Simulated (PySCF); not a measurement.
Species: CH7AlFN.
Numbering: `[CH3:1][Al@H-:2]([NH3+:3])[F:4]` (hydrogens: H5, H6, H7 on C1; H8 on Al2; H9, H10, H11 on N3)

Computed, not measured: PBE0-D3(BJ)/def2-SVP geometry optimisation, gas phase in PySCF.

(1) Give the optimised bond lengths and angles.

Answers

(1) 
| bond | length (bohr) |
| --- | --- |
| C1–Al2 | 3.711 |
| Al2–N3 | 3.896 |
| Al2–F4 | 3.204 |
| C1–H5, C1–H6, C1–H7 | 2.086 |
| Al2–H8 | 3.028 |
| N3–H9, N3–H10, N3–H11 | 1.930 |

Bonds in one row agree within 0.02 bohr and their mean is given. A selection of angles:
| angle | degrees |
| --- | --- |
| Al2–C1–H5 | 112.4 |
| H5–C1–H6 | 107.5 |
| H5–C1–H7 | 106.4 |
| C1–Al2–N3 | 102.3 |
| C1–Al2–F4 | 116.5 |
| C1–Al2–H8 | 121.7 |
| N3–Al2–F4 | 95.1 |
| N3–Al2–H8 | 100.3 |
| F4–Al2–H8 | 114.1 |
| Al2–N3–H9 | 110.6 |
| Al2–N3–H10 | 113.8 |
| Al2–N3–H11 | 109.6 |
| H9–N3–H10 | 107.7 |

Al2 (aluminium bonded to C, F, N and H) has angles from 95.1° to 121.7°. N3 (nitrogen bonded to Al and 3 H) is distorted tetrahedral (angles from 107.3° to 113.8°).

Point group: C1 (no symmetry element, even within 0.4 Å). No frequency check.
